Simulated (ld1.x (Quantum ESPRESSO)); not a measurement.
Scattering properties, TM potential for potassium (K)

K (Z = 19), norm-conserving Troullier–Martins (Kleinman–Bylander form), made with ld1.x (Quantum ESPRESSO) 7.5 (LDA (PZ), fully relativistic). Core [Ne], reference 3s2 3p6 4s1 4p0. Waves: 3s (bound): rc 1.40 bohr; 3p (bound): rc 1.25 bohr; 3d channel at -0.05 Ry: rc 1.30 bohr; 4f channel at 0.3 Ry: rc 1.40 bohr. Local part: all-electron potential smoothed inside 1.00 bohr (lloc = -1). Core correction: none.

Open shells are filled in proportion to 2j + 1 (rel_dist='average').

Occupied shells without a wave of their own: 4s. They enter only through the test configuration that unscreens the potential.

The phase is arctan(r·u′/u) with u = r·R(r), unwrapped; energies in Ry, scanned from -5 to 5 Ry. A pole is an energy at which the radial function vanishes at the test radius. The pseudo phase is shifted by a multiple of π to meet the all-electron one at the reference energy, and phase errors are pseudo minus all-electron; the curves can meet again beyond the range given. Levels narrower than the energy grid can be missing from the lists of poles.

```json
{"channel": "s", "radius (bohr)": "1.55", "reference energy (Ry)": "-2.59", "poles, all-electron": "0.21", "poles, pseudo": "0.03", "unbroken range about the reference energy with phases within 0.05 rad": "below 1.6", "phase error 1 Ry above the reference energy (rad)": "-0.003"}
{"channel": "p1/2", "radius (bohr)": "1.55", "reference energy (Ry)": "-1.40", "poles, all-electron": "1.73", "poles, pseudo": "1.66", "unbroken range about the reference energy with phases within 0.05 rad": "the whole range", "phase error 1 Ry above the reference energy (rad)": "-0.001"}
{"channel": "p3/2", "radius (bohr)": "1.55", "reference energy (Ry)": "-1.38", "poles, all-electron": "1.79", "poles, pseudo": "1.72", "unbroken range about the reference energy with phases within 0.05 rad": "the whole range", "phase error 1 Ry above the reference energy (rad)": "-0.001"}
{"channel": "d3/2", "radius (bohr)": "1.55", "reference energy (Ry)": "-0.05", "poles, all-electron": "3.52", "poles, pseudo": "3.56", "unbroken range about the reference energy with phases within 0.05 rad": "the whole range", "phase error 1 Ry above the reference energy (rad)": "+0.002"}
{"channel": "d5/2", "radius (bohr)": "1.55", "reference energy (Ry)": "-0.05", "poles, all-electron": "3.53", "poles, pseudo": "3.57", "unbroken range about the reference energy with phases within 0.05 rad": "the whole range", "phase error 1 Ry above the reference energy (rad)": "+0.001"}
{"channel": "f5/2", "radius (bohr)": "1.55", "reference energy (Ry)": "0.30", "poles, all-electron": "none", "poles, pseudo": "none", "unbroken range about the reference energy with phases within 0.05 rad": "the whole range", "phase error 1 Ry above the reference energy (rad)": "+0.000"}
{"channel": "f7/2", "radius (bohr)": "1.55", "reference energy (Ry)": "0.30", "poles, all-electron": "none", "poles, pseudo": "none", "unbroken range about the reference energy with phases within 0.05 rad": "the whole range", "phase error 1 Ry above the reference energy (rad)": "+0.000"}
```

Phases in the p1/2 channel:

```json
{"E (Ry)": "-5.00", "all-electron": "1.155", "pseudo": "1.154"}
{"E (Ry)": "-4.48", "all-electron": "1.103", "pseudo": "1.101"}
{"E (Ry)": "-3.96", "all-electron": "1.028", "pseudo": "1.026"}
{"E (Ry)": "-3.44", "all-electron": "0.913", "pseudo": "0.911"}
{"E (Ry)": "-2.92", "all-electron": "0.721", "pseudo": "0.718"}
{"E (Ry)": "-2.40", "all-electron": "0.369", "pseudo": "0.367"}
{"E (Ry)": "-1.88", "all-electron": "-0.207", "pseudo": "-0.208"}
{"E (Ry)": "-1.36", "all-electron": "-0.767", "pseudo": "-0.767"}
{"E (Ry)": "-0.84", "all-electron": "-1.101", "pseudo": "-1.101"}
{"E (Ry)": "-0.32", "all-electron": "-1.286", "pseudo": "-1.287"}
{"E (Ry)": "0.20", "all-electron": "-1.398", "pseudo": "-1.401"}
{"E (Ry)": "0.72", "all-electron": "-1.474", "pseudo": "-1.477"}
{"E (Ry)": "1.24", "all-electron": "-1.529", "pseudo": "-1.534"}
{"E (Ry)": "1.76", "all-electron": "-1.573", "pseudo": "-1.579"}
{"E (Ry)": "2.28", "all-electron": "-1.609", "pseudo": "-1.616"}
{"E (Ry)": "2.80", "all-electron": "-1.641", "pseudo": "-1.650"}
{"E (Ry)": "3.32", "all-electron": "-1.670", "pseudo": "-1.682"}
{"E (Ry)": "3.84", "all-electron": "-1.698", "pseudo": "-1.713"}
{"E (Ry)": "4.36", "all-electron": "-1.726", "pseudo": "-1.746"}
{"E (Ry)": "4.88", "all-electron": "-1.755", "pseudo": "-1.782"}
```
